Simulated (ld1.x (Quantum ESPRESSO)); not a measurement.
# Reading a pseudo-wave (As)

Columns: radius, all-electron u(r) and pseudo u(r) of the 3p shell (level -133.68 eV) of arsenic in the configuration [Ne] 3s2 3p6 3d10 4s2 4p3; PBE, scalar-relativistic, RRKJ scheme, ld1.x (Quantum ESPRESSO) 7.5.

```json
{"r (bohr)": "0.045", "all-electron": "0.3940", "pseudo": "-0.0155"}
{"r (bohr)": "0.090", "all-electron": "0.7145", "pseudo": "-0.0654"}
{"r (bohr)": "0.135", "all-electron": "0.6695", "pseudo": "-0.1572"}
{"r (bohr)": "0.180", "all-electron": "0.3735", "pseudo": "-0.2963"}
{"r (bohr)": "0.225", "all-electron": "-0.0249", "pseudo": "-0.4797"}
{"r (bohr)": "0.270", "all-electron": "-0.4224", "pseudo": "-0.6925"}
{"r (bohr)": "0.315", "all-electron": "-0.7637", "pseudo": "-0.9098"}
{"r (bohr)": "0.360", "all-electron": "-1.0271", "pseudo": "-1.1037"}
{"r (bohr)": "0.405", "all-electron": "-1.2100", "pseudo": "-1.2516"}
{"r (bohr)": "0.450", "all-electron": "-1.3206", "pseudo": "-1.3431"}
{"r (bohr)": "0.495", "all-electron": "-1.3711", "pseudo": "-1.3809"}
{"r (bohr)": "0.540", "all-electron": "-1.3747", "pseudo": "-1.3769"}
{"r (bohr)": "0.585", "all-electron": "-1.3437", "pseudo": "-1.3437"}
{"r (bohr)": "0.630", "all-electron": "-1.2882", "pseudo": "-1.2882"}
{"r (bohr)": "0.675", "all-electron": "-1.2167", "pseudo": "-1.2167"}
{"r (bohr)": "0.720", "all-electron": "-1.1356", "pseudo": "-1.1356"}
{"r (bohr)": "0.765", "all-electron": "-1.0499", "pseudo": "-1.0499"}
{"r (bohr)": "0.810", "all-electron": "-0.9631", "pseudo": "-0.9631"}
{"r (bohr)": "0.855", "all-electron": "-0.8778", "pseudo": "-0.8778"}
{"r (bohr)": "0.900", "all-electron": "-0.7957", "pseudo": "-0.7957"}
{"r (bohr)": "0.945", "all-electron": "-0.7180", "pseudo": "-0.7180"}
{"r (bohr)": "0.990", "all-electron": "-0.6453", "pseudo": "-0.6453"}
{"r (bohr)": "1.035", "all-electron": "-0.5782", "pseudo": "-0.5782"}
{"r (bohr)": "1.080", "all-electron": "-0.5164", "pseudo": "-0.5164"}
{"r (bohr)": "1.125", "all-electron": "-0.4601", "pseudo": "-0.4601"}
{"r (bohr)": "1.170", "all-electron": "-0.4091", "pseudo": "-0.4091"}
```

(1) How many radial nodes do the two functions have?

(2) At about which radius was the pseudo-wave matched?

(3) Is the pseudo-wave norm-conserving?

## Answers

(1) The all-electron 3p function has n − l − 1 = 1; the pseudo-wave has 0, since the states of the same l below it are removed with the core.

(2) 0.60 bohr, where the columns begin to agree (steps of 0.04 bohr).

(3) Yes: the RRKJ scheme keeps the norm inside the radius equal to the all-electron one, which fixes the energy derivative of the logarithmic derivative at the level.
